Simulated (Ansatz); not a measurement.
Mulliken charges of ClF$_{2}$ISn (`[F][Sn]([F])([Cl])[I]`) from B3LYP/def2-TZVPP in Ansatz (PBE0-D4/def2-TZVP geometry).

| atom | x (Å) | y (Å) | z (Å) | charge (e) |
| --- | --- | --- | --- | --- |
| F1 | -0.011 | -0.365 | 1.889 | -0.441 |
| Sn2 | 0.029 | -0.071 | 0.020 | 1.310 |
| F3 | 1.539 | -1.049 | -0.570 | -0.441 |
| Cl4 | -1.822 | -1.063 | -0.871 | -0.294 |
| I5 | 0.314 | 2.474 | -0.510 | -0.135 |

Task: By hand: the dipole of these point charges (1 e Å = 4.8032 D).

Result: Σ q r = (-0.143, 0.509, -0.231) e Å, of length 0.577 e Å = 2.77 D.

Task: How does the dipole of the full density compare? (Estimate.)

Result: Computed: (-0.146, 0.500, -0.231) e Å, 2.74 D; the point charges give 1.01 times that, at 1° from its direction.

Point charges leave out the atoms' own dipoles, such as those of lone pairs, and Mulliken's split depends on the basis, so the close match here is no proof of good charges.

B3LYP here is the variant with VWN-RPA as its local correlation; programs differ in this.
